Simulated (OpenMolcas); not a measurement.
**Ru2+ in a point-charge field**

Ru2+ among 6 point charges of -1.1 e arranged as an octahedron (Oh), 2.15 Å from the ion.
```
   2.1500    0.0000    0.0000  -1.10
   0.0000    2.1500    0.0000  -1.10
  -2.1500    0.0000    0.0000  -1.10
   0.0000   -2.1500    0.0000  -1.10
   0.0000    0.0000    2.1500  -1.10
   0.0000    0.0000   -2.1500  -1.10
```

```
Program             : OpenMolcas 26.06
Method              : SS-CASPT2, IPEA 0.25 Eh, imaginary shift 0.1 Eh (closed shells correlated: 4s 4p)
Basis               : ANO-RCC-VTZP [7s6p4d2f1g]
Scalar Hamiltonian  : DKH2, point nucleus
Active space        : 6 electrons in 5 orbitals (4d)
State averaging     : 2S+1 = 5 even, 5 roots; 2S+1 = 3 even, 45 roots; 2S+1 = 1 even, 50 roots
Spin-orbit coupling : state interaction with AMFI integrals over the reference wave functions
```

The lowest spin-free states (labels of O, the rotations of Oh), above the lowest:

```json
{"State": "5T2", "Degeneracy": "3", "E (cm-1)": "0", "Free-ion L (%)": "D (100)"}
{"State": "5E", "Degeneracy": "2", "E (cm-1)": "6190", "Free-ion L (%)": "D (100)"}
{"State": "3T1", "Degeneracy": "3", "E (cm-1)": "13010", "Free-ion L (%)": "H (60)"}
{"State": "3T2", "Degeneracy": "3", "E (cm-1)": "14680", "Free-ion L (%)": "H (71)"}
{"State": "3T1", "Degeneracy": "3", "E (cm-1)": "16520", "Free-ion L (%)": "H (67)"}
{"State": "1A1", "Degeneracy": "1", "E (cm-1)": "17490", "Free-ion L (%)": "G (49)"}
{"State": "3T2", "Degeneracy": "3", "E (cm-1)": "17610", "Free-ion L (%)": "G (74)"}
{"State": "3E", "Degeneracy": "2", "E (cm-1)": "18060", "Free-ion L (%)": "H (71)"}
{"State": "3T1", "Degeneracy": "3", "E (cm-1)": "18410", "Free-ion L (%)": "P (55)"}
{"State": "1T1", "Degeneracy": "3", "E (cm-1)": "20170", "Free-ion L (%)": "I (65)"}
{"State": "3T2", "Degeneracy": "3", "E (cm-1)": "20740", "Free-ion L (%)": "F (74)"}
{"State": "3A2", "Degeneracy": "1", "E (cm-1)": "21180", "Free-ion L (%)": "F (100)"}
{"State": "3T1", "Degeneracy": "3", "E (cm-1)": "22130", "Free-ion L (%)": "H (45)"}
{"State": "3E", "Degeneracy": "2", "E (cm-1)": "22530", "Free-ion L (%)": "G (67)"}
{"State": "1T2", "Degeneracy": "3", "E (cm-1)": "23010", "Free-ion L (%)": "I (95)"}
{"State": "3A1", "Degeneracy": "1", "E (cm-1)": "23990", "Free-ion L (%)": "G (100)"}
{"State": "3T2", "Degeneracy": "3", "E (cm-1)": "24300", "Free-ion L (%)": "D (88)"}
{"State": "1E", "Degeneracy": "2", "E (cm-1)": "24640", "Free-ion L (%)": "G (69)"}
{"State": "1A1", "Degeneracy": "1", "E (cm-1)": "24710", "Free-ion L (%)": "I (50)"}
{"State": "1T2", "Degeneracy": "3", "E (cm-1)": "26130", "Free-ion L (%)": "I (63)"}
```

The lowest levels with spin-orbit coupling:

```
E (cm-1)  Degeneracy  Label      2S+1
       0           3     T2         5
     390           2      E         5
     470           3     T1         5
     930           1     A1         5
    1180           3     T1         5
    1300           3     T2         5
    7030           1     A2         5
    7040           3     T2         5
    7050           2      E         5
    7100           3     T1         5
    7130           1     A1         5
   13200           2      E         3
   13280           1     A1  3 (83 %)
   13390           3     T2         3
   14150           3     T1         3
   15070           3     T1         3
   15360           1     A2         3
   15460           3     T2         3
   15520           2      E         3
   16660           2      E         3
```

Powder χT (cm3 K/mol): 3.3 at 2 K, 3.34 at 10 K, 3.57 at 50 K, 3.86 at 100 K, 4.25 at 200 K, 4.42 at 300 K. The effective moment at 300 K is 2.828 √(χT) = 5.94 μB.

The lowest level has 2S+1 = 5, for which the spin-only value is χT = S(S+1) / 2 = 3.000 cm3 K/mol (g = 2). The computed 4.417 at 300 K differs by +1.417, through orbital momentum, spin-orbit coupling and any other state in reach. With a threefold ground state the orbital momentum is unquenched, so the spin-only value is not expected to hold.

Roots that are degenerate in the reference are averaged as groups; the widest CASPT2 spread within a group is 470 cm-1 (the 3-fold group of multiplicity 3 near 39600 cm-1 above the lowest state of its run). Shifts and gaps below about the spread of the groups concerned are not significant. An orbital triplet at a regular site is open to Jahn-Teller coupling, which can distort the site and quench the lowest spin-orbit gaps and is left out. Point charges give a weaker field than real ligands, and real ions of this kind are as a rule low spin; the high spin found here belongs to the model. Free-ion shares, where given, are those of the reference states; single-state CASPT2 does not remix them. Point charges carry no covalency, so the field is a model and not that of real ligands. No measured value stands beside these numbers.
